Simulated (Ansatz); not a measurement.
This geometry of AlBrH$_{4}$ (6 atoms, charge 0, multiplicity 1) is a first-order saddle point.

Level of theory: RKS B3LYP-D4/def2-SVP in Ansatz 0.2.0.

```xyz
6
Properties=species:S:1:pos:R:3
Al 0.007 -0.021 0.044
H 0.011 0.189 1.664
H 1.404 0.139 -0.672
H -1.406 0.061 -0.654
Br 0.086 -2.620 1.059
H 0.054 -1.280 1.762
```

Question: Which two structures does it join? (They come from a converged band through this point; their orientation in space is the band's.)

Answer: Bonds broken: Al1–H2, Br5–H6. Bonds formed: Al1–Br5, H2–H6. AlBrH4 becomes AlBrH2 + H2.

Initial state:

```xyz
6
Properties=species:S:1:pos:R:3
Al 0.001 0.188 -0.004
H -0.005 0.738 1.489
H 1.371 0.120 -0.803
H -1.374 0.042 -0.785
Br 0.084 -2.523 0.970
H 0.079 -2.098 2.337
```

Final state:

```xyz
6
Properties=species:S:1:pos:R:3
Al 0.022 -0.626 -0.211
H 0.010 0.278 1.972
H 1.391 0.118 -0.445
H -1.389 0.039 -0.427
Br 0.089 -2.870 0.198
H 0.033 -0.472 2.117
```

Question: How far does it lie above each of them?

Answer: 0.104 eV above the first and 1.356 eV above the second. This is the barrier of this one path; another mechanism may lie lower. The orbitals stay closed-shell, which can raise the energy where a bond breaks towards radicals; this wasn't checked here.

Run time: 89 s on 1 thread of Arm Neoverse V2 (shared host), peak memory 0.14 GiB.
